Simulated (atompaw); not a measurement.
Reading a pseudo-wave (hydrogen (H))

Columns: radius, all-electron u(r) and pseudo u(r) of the 1s shell (level -9.28 eV) of hydrogen in the configuration 1s0.75; PBEsol, non-relativistic, PAW (atompaw) scheme, atompaw 4.2.0.5.

```csv
r (bohr),all-electron,pseudo
0.040,0.0769,0.0573
0.081,0.1494,0.1156
0.121,0.2143,0.1715
0.162,0.2753,0.2273
0.202,0.3296,0.2799
0.242,0.3792,0.3302
0.283,0.4254,0.3792
0.323,0.4662,0.4240
0.363,0.5030,0.4658
0.404,0.5371,0.5052
0.444,0.5668,0.5402
0.485,0.5939,0.5726
0.525,0.6174,0.6007
0.565,0.6380,0.6255
0.606,0.6565,0.6475
0.646,0.6721,0.6659
0.687,0.6858,0.6818
0.727,0.6971,0.6946
0.767,0.7063,0.7050
0.808,0.7140,0.7133
0.848,0.7198,0.7195
0.888,0.7241,0.7240
0.929,0.7270,0.7269
0.969,0.7284,0.7284
1.010,0.7287,0.7287
1.050,0.7278,0.7278
```

**Question.** How many radial nodes do the two functions have?

**Answer.** The all-electron 1s function has n − l − 1 = 0; the pseudo-wave has 0.

**Question.** Is the pseudo-wave norm-conserving?

**Answer.** No, it belongs to a PAW set: the norm inside the radius is not constrained, and the difference is carried by the augmentation charge.
